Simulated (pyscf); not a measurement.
## O=AlH (SMILES [O]=[AlH]), singlet

Gas-phase minimum from PySCF at ωB97X-D3(BJ)/def2-SVP, one conformer. O=AlH lies 43.9 kcal/mol over its isomer HO–Al [singlet], and others may lie lower still (electronic energy, ωB97M-D3(BJ)). 

```xyz
3

O      1.2291     2.1570     0.0728
Al     0.6914     0.6608    -0.0776
H      0.1649    -0.8043    -0.2248
```

Bond lengths (Å): O1–Al2 1.597, Al2–H3 1.564. Bond angles (°): O1–Al2–H3 180.0.

Properties at ωB97X-D3(BJ)/def2-SVP:

```yaml
harmonic_wavenumbers_unscaled: 448, 448, 1131, 2061 cm⁻¹
zero_point_energy: 5.8 kcal/mol
rotational_symmetry_number: 1
Entropy of this conformer at 298 K and 1 atm, rigid rotor and harmonic oscillator, modes under 100 cm⁻¹ raised to 100: 220.4 J/(mol K)
dipole_moment: 4.35 D
```

Single-point totals, which compare only within one level (frozen core for MP2 and CC):

```
level                   total energy (hartree)
----------------------  ----------------------
ωB97X-D3(BJ)/def2-TZVP              -318.29375
PBE/def2-TZVP                       -318.05858
r²SCAN/def2-TZVP                    -318.20484
B3LYP-D3(BJ)/def2-TZVP              -318.29683
PBE0-D3(BJ)/def2-TZVP               -318.06905
M06-2X/def2-TZVP                    -318.21451
ωB97M-D3(BJ)/def2-TZVP              -318.32541
HF/def2-TZVPP                       -317.36361
MP2/def2-TZVPP                      -317.69215
CCSD/def2-TZVPP                     -317.69047
CCSD(T)/def2-TZVPP                  -317.70674
```

The CCSD(T) − MP2 part came from Ansatz, without density fitting, on the same reference. The largest closed-shell T1 diagnostic is 0.031, which may signal static correlation.
